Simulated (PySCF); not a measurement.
**Orbital picture of Br₂⁺**

B3LYP at R = 2.197 Å; PySCF, no relativity, basis sets Br def2-TZVPPD. State: ²Πg (doublet), unpaired electrons π ↑. Only the outer orbitals are listed.

```
spin  orbital  occ.  ε (eV)  main shells (%)
   α       σg     1  -31.75             94 s
   α       σu     1  -27.86            100 s
   α       σg     1  -19.46             91 p
   α       πu     1  -18.26             98 p
   α       πu     1  -17.56             98 p
   α       πg     1  -15.79            100 p
   α       πg     1  -15.01            100 p
   α       σu     0  -10.46             93 p
   α       σg     0   -4.77       81 s, 16 d
   α       σu     0   -3.19            103 p
   β       σg     1  -31.30             92 s
   β       σu     1  -27.16            100 s
   β       σg     1  -19.22        90 p, 8 s
   β       πu     1  -17.39             98 p
   β       πu     1  -17.00             97 p
   β       πg     1  -14.80            100 p
   β       πg     0  -13.14            100 p
   β       σu     0  -10.22             92 p
   β       σg     0   -4.71       82 s, 15 d
```

Task: Which are the highest filled and the lowest empty level, where do they sit, and how wide is the gap?

Result: Highest filled β πg at -14.80 eV (in %: 100 p); lowest empty β πg at -13.14 eV (in %: 100 p); the gap at B3LYP is 1.66 eV. Both belong to one degenerate shell, split only by its one-sided filling, so this is no excitation gap.

- bond order (Mayer): 1.41
- ⟨S²⟩: 0.753
- polarisability along the bond: 58.9 bohr³
- polarisability across the bond: 26.8 bohr³

Shares are Mulliken populations and can fall outside 0 to 100 %.

Spin–orbit coupling is left out. The state is the lowest determinant that a PBE0 search found; another state may lie lower at other levels.
